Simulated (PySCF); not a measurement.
Identify the unknown among the candidates.

All candidates are C7H17N.

- 1H NMR: chemical shifts (computed TMS as zero) by class: 2.64 (2 H), 2.50 (2 H), 1.56 (2 H), 1.30 (1 H), 1.07 (6 H), 1.05 (3 H), -0.49 (1 H) ppm [GIAO PBE0/pcSseg-1]
- Dipole: 0.95 D [PBE0/pcSseg-1]
- Rotational structure: rotational constants A, B, C: 5.932, 0.679, 0.638 GHz [GFN2-xTB]
- 13C NMR: chemical shifts (computed TMS as zero) by class: 63.5 (1 C), 59.0 (1 C), 34.6 (1 C), 28.9 (1 C), 23.0 (2 C), 14.3 (1 C) ppm [GIAO PBE0/pcSseg-1]
- NMR, other nuclei: isotropic shieldings of nuclei other than C and H, by class: 199 (1 N) ppm [GIAO PBE0/pcSseg-1]

Electronic properties: PySCF, gas phase, density fitting. Levels stand in brackets. Geometry: GFN2-xTB, one conformer, isolated molecule. NMR classes are plain means over equivalent atoms (diastereotopic ones count apart unless rotation or inversion swaps them), as if these changed places fast.

Task: Which candidate is it?
A. `CCC[C@H](C)N(C)C` (dimethyl-2-pentylamine)
B. `CCCNCC(C)C` (isobutyl-propyl-amine)
C. `CCN(CC)C(C)C` (diethylisopropylamine)
D. `CC(C)C(N)C(C)C` (2,4-dimethylpentan-3-amine)
E. `CC(C)NC(C)(C)C` (N-tert-butylisopropylamine)

Result: B. It is `CCCNCC(C)C`. Numbering: `[CH3:1][CH2:2][CH2:3][NH:4][CH2:5][CH:6]([CH3:7])[CH3:8]`. Its formula, C7H17N, gives 0 degrees of unsaturation, so no ring and no π bond. 7 carbons fall into 6 classes; from least to most shielded: sp3 carbon bound to nitrogen [C5] (63.5 ppm), sp3 carbon bound to nitrogen [C3] (59.0 ppm), sp3 CH carbon [C6] (34.6 ppm), chain CH2 carbon [C2] (28.9 ppm), methyl carbon [C7/C8] (23.0 ppm, 2 C), methyl carbon [C1] (14.3 ppm). Hydrogen classes from least to most shielded: 2 H on an sp3 carbon bound to nitrogen, C3 (2.64 ppm), 2 H on an sp3 carbon bound to nitrogen, C5 (2.50 ppm, a mean of values up to 0.8 ppm apart in this geometry), 2 H on a chain CH2 carbon, C2 (1.56 ppm, a mean of values up to 0.5 ppm apart in this geometry), 1 H on an sp3 CH carbon, C6 (1.30 ppm), 6 H on 2 methyl carbons, C7/C8 (1.07 ppm, a mean of values up to 1.8 ppm apart in this geometry), 3 H on a methyl carbon, C1 (1.05 ppm), 1 H on a secondary amine nitrogen, N4 (-0.49 ppm). The other shieldings belong to: 199 ppm, secondary amine nitrogen [N4]. The optimised geometry has point group C1 and is an asymmetric top.

The others, at the same levels:
- `CC(C)C(N)C(C)C` fails: it has 4 carbon classes against 6; its computed 13C shifts are 66.3 (1 C), 33.7 (2 C), 22.1 (2 C), 18.9 (2 C) ppm, 1H shifts are 1.85 (1 H), 1.43 (2 H), 1.05 (6 H), 0.93 (6 H), 0.32 (2 H) ppm and rotational constant A is 2.819 GHz (against 5.932 GHz).
- `CC(C)NC(C)(C)C` fails: it has 4 carbon classes against 6; its computed 13C shifts are 51.3 (1 C), 46.7 (1 C), 33.0 (3 C), 28.3 (2 C) ppm, 1H shifts are 3.22 (1 H), 1.18 (9 H), 1.10 (6 H), 0.44 (1 H) ppm and rotational constant A is 2.990 GHz (against 5.932 GHz).
- `CCN(CC)C(C)C` fails: it has 4 carbon classes against 6; its computed 13C shifts are 53.5 (1 C), 46.9 (2 C), 20.0 (2 C), 19.3 (2 C) ppm, 1H shifts are 2.67 (1 H), 2.37 (4 H), 1.03 (6 H), 1.02 (6 H) ppm and rotational constant A is 2.054 GHz (against 5.932 GHz).
- `CCC[C@H](C)N(C)C` fails: its computed 13C shifts are 62.7 (1 C), 41.9 (1 C), 41.2 (2 C), 24.9 (1 C), 17.0 (1 C), 12.1 (1 C) ppm, 1H shifts are 2.40 (1 H), 2.23 (6 H), 2.04 (1 H), 1.28 (1 H), 1.10 (1 H), 0.99 (3 H), 0.98 (1 H), 0.84 (3 H) ppm and rotational constant A is 2.913 GHz (against 5.932 GHz).

Each candidate is one conformer, not necessarily the lowest. The conformers computed, where there is a choice (atom-mapped SMILES and torsion angles):
- `[CH3:1][CH2:2][CH2:3][NH:4][CH2:5][CH:6]([CH3:7])[CH3:8]`: C1–C2–C3–N4 177°, C2–C3–N4–C5 178°, C3–N4–C5–C6 -178°, N4–C5–C6–C7 -60°
- `[CH3:1][CH:2]([CH3:3])[CH:4]([NH2:5])[CH:6]([CH3:7])[CH3:8]`: C1–C2–C4–N5 62°, C2–C4–C6–C7 -53°, H–N5–C4–C2 58°, H–N5–C4–C2 -62°
- `[CH3:1][CH:2]([CH3:3])[NH:4][C:5]([CH3:6])([CH3:7])[CH3:8]`: C1–C2–N4–C5 -78°, C2–N4–C5–C6 82°
- `[CH3:1][CH2:2][N:3]([CH2:4][CH3:5])[CH:6]([CH3:7])[CH3:8]`: C1–C2–N3–C4 -79°, C2–N3–C4–C5 135°, C2–N3–C6–C7 -74°
- `[CH3:1][CH2:2][CH2:3][C@H:4]([CH3:5])[N:6]([CH3:7])[CH3:8]`: C1–C2–C3–C4 180°, C2–C3–C4–C5 -179°, C3–C4–N6–C7 -157°
